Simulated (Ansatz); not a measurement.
Compare A (`COB(C)S`) with its isomer B (`CC(S)BO`).

Isolated molecules relaxed with PBE0-D4/def2-TZVP in Ansatz; ΔE leaves out vibrations. CCSD(T)/CBS adds triple-zeta CCSD(T) − MP2 to the extrapolated MP2 energy (def2 sets, frozen cores). Functionals use def2-TZVPP. B3LYP here is the variant with VWN-RPA as its local correlation; programs differ in this. Each species was taken in one conformer, which may not be the lowest.

Problem. Which isomer does CCSD(T)/CBS put lower? Give the gap. (Estimate.)

Solution. Computed: A, by 77.2 kJ/mol.

Problem. Give E(B) − E(A) in kJ/mol with MP2/def2-TZVPP, B2PLYP, HF/def2-TZVPP, B3LYP-D4, ωB97M-V, PBE-D4, PBE0-D4. (An estimate is asked.)

Solution. Ansatz gave: MP2/def2-TZVPP 76.0, B2PLYP 83.2, HF/def2-TZVPP 90.1, B3LYP-D4 84.1, ωB97M-V 80.0, PBE-D4 80.2, PBE0-D4 80.9. None reverses the order clearly.

Largest T1 diagnostic: 0.012.

In def2-TZVPP, CCSD(T) changes the Hartree–Fock value by −11.4 kJ/mol (the triples alone add −1.2 kJ/mol) and MP2 by −14.1 kJ/mol.
